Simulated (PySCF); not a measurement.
Ga(Me)2(NH3) (C₂H₉GaN), SMILES [NH3]->[Ga+]([CH3])[CH3] (connectivity only; charge and spin as stated), charge +1, multiplicity 1.

Coordinates come from a TPSSh-D3(BJ)/def2-SVP optimisation. The spin state was assumed, not searched. The isomer is the one that the SMILES or the coordinates give; other isomers of the formula were not compared.

Method: PySCF 2.14.0 with IEF-PCM-B3LYP/def2-SVP.

The values are the electrostatic part of the solvation free energy, E(continuum) − E(gas) at the gas-phase geometry, in a cavity of scaled van der Waals radii (PySCF's table); cavitation and dispersion terms are not included. A continuum can't describe solvent molecules that bind to the metal. In vacuum the orbital gap is 6.72 eV.

```
solvent       ε  ΔG(elec) (kcal/mol)  gap (eV)
--------  -----  -------------------  --------
water     78.36                -61.9      7.11
benzene    2.27                -34.2      6.88
methanol  32.61                    …         …
```

Question: What belongs in the gaps? (Estimate from the structure and the level; the computed values follow.)

Answer: 
- methanol, ΔG(elec) (kcal/mol): -60.7
- methanol, gap (eV): 7.10
